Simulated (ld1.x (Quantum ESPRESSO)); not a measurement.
## Br (Z = 35): one change to a PAW potential, before and after

* Element: bromine
* Generator: ld1.x (Quantum ESPRESSO) 7.5
* Type: PAW
* Functional: PBE
* Relativity: scalar-relativistic
* Frozen core: [Ne] 3s2
* Valence charge: 23
* Reference configuration: 3p6 3d10 4s2 4p5
* Partial waves: 4s (bound): rcut 1.25, rcutus 1.60 bohr; 4s channel at -0.75 Ry: rcut 1.25, rcutus 1.60 bohr; 3p (bound): rcut 0.75, rcutus 0.90 bohr; 4p (bound): rcut 0.75, rcutus 0.90 bohr; 3d (bound): rcut 0.70, rcutus 0.95 bohr; 3d channel at -2.3 Ry: rcut 0.70, rcutus 0.95 bohr
* Local potential: all-electron potential smoothed inside 0.95 bohr (lloc = -1)
* Core correction: Bessel-smoothed model core, default radius (core density twice the valence density)
* Augmentation charge: BESSEL, radius 0.75 bohr

All-electron outer shells of the reference configuration (PBE, scalar-relativistic, ld1.x):

```
shell  level (eV)  outermost node (bohr)  outermost maximum (bohr)
   2p    -1528.56                      –                      0.13
   3s     -238.08                   0.23                      0.48
   3p     -173.49                   0.21                      0.48
   3d      -66.72                      –                      0.43
   4s      -20.13                   0.67                      1.41
   4p       -7.86                   0.70                      1.66
```

Change: core correction Bessel-smoothed model core inside 0.68 bohr.

Cutoffs: the cutoffs (Ry, on a coarse ladder) from which the occupation-weighted sum of valence levels, in a spherical-Bessel basis at the reference potential, stays within 10 and 1 mRy of its value at 400 Ry; they do not see the model core or the augmentation charge, which bear on the density cutoff. Errors are all-electron minus pseudo energies relative to the spin-unpolarised reference configuration.

Q: Predict the effect on cutoff, ghosts and configuration errors.

A: The potential gets neither clearly harder nor softer (200 Ry and 300 Ry → 200 Ry and 300 Ry); both files keep a bound ghost (s); the errors of the 7 common tests hardly move. The default core radius of the base comes out at 0.25 bohr. A wider model core is smoother and lowers the density cutoff, which this test does not measure.

```csv
quantity,base,changed
"cutoff, loose",200 Ry,200 Ry
"cutoff, tight",300 Ry,300 Ry
bound ghosts,s,s
"error for 3p6 3d10 4s2 4p4, meV [ΔE 12.55 eV]",-1.0,-1.0
"error for 3p6 3d10 4s2 4p3, meV [ΔE 35.31 eV]",-2.9,-2.9
"error for 3p6 3d10 4s2 4p2, meV [ΔE 69.30 eV]",-6.7,-6.6
"error for 3p6 3d10 4s2 4p1, meV [ΔE 115.32 eV]",-15,-15
"error for 3p6 3d10 4s1 4p5, meV [ΔE 25.56 eV]",+7.6,+7.4
"error for 3p6 3d9 4s2 4p6, meV [ΔE 64.31 eV]",-153,-152
"error for 3p6 3d10 4s2 4p4.5, meV [ΔE 5.07 eV]",-0.4,-0.4
s: phases at 1.76 bohr within 0.05 rad from the reference energy up to (Ry; the scan ends near 5),n/a,n/a
p: phases at 1.76 bohr within 0.05 rad from the reference energy up to (Ry; the scan ends near 5),to the end of the scan,to the end of the scan
d: phases at 1.76 bohr within 0.05 rad from the reference energy up to (Ry; the scan ends near 5),to the end of the scan,to the end of the scan
lowest overlap eigenvalue by channel,"s 0.25, p 0.16, d 1.00","s 0.25, p 0.16, d 1.00"
```

 A true bound ghost makes a file unfit for plane-wave use even where its test errors are small: the radial tests pick states by their node count and pass the ghost by.
